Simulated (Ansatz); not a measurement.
Total energies of cyclo-(H2SiNH)2 (Si₂N₂H₆) from Ansatz at PBE0-D4/def2-TZVP, gas phase (1 Eh = 27.2114 eV = 2625.5 kJ/mol). The reference geometry is relaxed at PBE-D4/def2-SVP.

```xyz
10

Si   -0.648    0.443    1.008
H    -1.811   -0.231    1.696
H    -0.398    1.741    1.738
N     0.792   -0.539    0.747
Si    0.648   -0.443   -1.008
H     0.398   -1.741   -1.738
H     1.811    0.231   -1.696
N    -0.792    0.539   -0.747
H     1.621   -0.650    1.329
H    -1.622    0.650   -1.329
```

```
                 state   geometry  energy (Eh)
      charge 0 singlet  reference   -691.87901
      charge 1 doublet  reference   -691.53814
free Si atom (triplet)          –   -289.24943
 free H atom (doublet)          –     -0.50104
 free N atom (quartet)          –    -54.54382
```

(1) Work out the vertical ionisation energy to the doublet.

(2) What is the binding energy per atom against free atoms?

(1) E(charge 1 doublet) − E(charge 0 singlet) = -691.53814 − (-691.87901) = 0.34087 Eh = 9.28 eV. For comparison, −ε of the highest occupied level is 7.30 eV at this level, 1.98 eV less.

(2) Atoms: 2 × (-289.24943) + 6 × (-0.50104) + 2 × (-54.54382) = -690.59274 Eh. Binding: -690.59274 − (-691.87901) = 1.28627 Eh = 35.00 eV, or 3.50 eV for each of 10 atoms (no zero-point energy, no counterpoise term).
